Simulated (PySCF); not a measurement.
Compound: TeMe2, C₂H₆Te.
Bonds: Te1–C2, Te1–C6. Hydrogens: H3, H4, H5 on C2; H7, H8, H9 on C6.

Method: PBE0-D3(BJ)/def2-SVP geometry optimisation, gas phase, def2 core potentials past Kr in PySCF 2.14.0; density fitting, grid level 1; the optimiser is geomeTRIC in internal coordinates, started from a GFN2-xTB structure with every atom displaced at random (about 0.03 Å).

Step 0: E = -9460.7328 eV
```
atom  x, y, z in Å  |  force x, y, z in eV/Å
Te1     0.0660   -0.0682   -1.4789   -1.234   0.394  -0.315
C2      1.5429   -0.0306    0.0033    0.941   0.686  -0.168
H3      1.4246   -0.9187    0.5892    0.172  -0.757   0.670
H4      1.5793    0.8631    0.6333   -0.431   0.176   0.093
H5      2.5078   -0.0265   -0.5257    0.005  -0.328   0.011
C6     -1.5727    0.0328   -0.0107    2.209  -0.456   0.147
H7     -1.4722    0.9075    0.6036    0.162   0.858   0.330
H8     -1.4225   -0.8385    0.6144   -0.126  -0.482   0.314
H9     -2.5206    0.0097   -0.4543   -1.698  -0.091  -1.082
```

Step 1: E = -9460.9008 eV
```
atom  x, y, z in Å  |  force x, y, z in eV/Å
Te1    -0.0156   -0.0309   -1.4793    0.381   0.081  -0.009
C2      1.5649   -0.0336    0.0085    0.093   0.054  -0.184
H3      1.4939   -0.9347    0.6309   -0.030  -0.008  -0.001
H4      1.5512    0.8704    0.6343   -0.204  -0.013  -0.054
H5      2.5217   -0.0428   -0.5348   -0.061  -0.085  -0.025
C6     -1.5607    0.0231   -0.0056    0.094  -0.043   0.262
H7     -1.4440    0.9350    0.5963   -0.115  -0.033  -0.020
H8     -1.4387   -0.8678    0.6257   -0.178   0.050   0.029
H9     -2.5400    0.0121   -0.5016    0.020  -0.004   0.003
```

**Question.** Estimate the geometry and energy of step 2. (The exact step hangs on the optimiser's Hessian estimate; all steps are aligned on step 1, rigid shifts and turns removed.)

**Answer.** E = -9460.9173 eV, largest force 0.160 eV/Å
```
atom  x, y, z in Å  |  force x, y, z in eV/Å
Te1     0.0141   -0.0209   -1.4771   -0.122   0.003   0.105
C2      1.5798   -0.0349   -0.0019    0.053  -0.035   0.040
H3      1.5012   -0.9364    0.6236   -0.004   0.071  -0.046
H4      1.5262    0.8715    0.6172   -0.016  -0.035  -0.026
H5      2.5383   -0.0491   -0.5398   -0.019  -0.003   0.014
C6     -1.5571    0.0201    0.0083    0.035   0.024  -0.055
H7     -1.4662    0.9357    0.6107   -0.030  -0.057  -0.046
H8     -1.4768   -0.8697    0.6483   -0.026   0.031  -0.034
H9     -2.5268    0.0143   -0.5150    0.129   0.002   0.048
```

The energy changes by -0.0165 eV. The first-order estimate −F·Δx gives -0.0347 eV and the mean of the old and new forces, exact on a quadratic surface, -0.0164 eV. The step makes an angle of 43° with the force vector and moves no atom by more than 0.044 Å.

What follows is the cost of the whole optimisation. Hardware: AMD EPYC 7R43, one thread, no GPU (shared host). Cost: 24 s of wall time, 0.34 GiB resident at most.
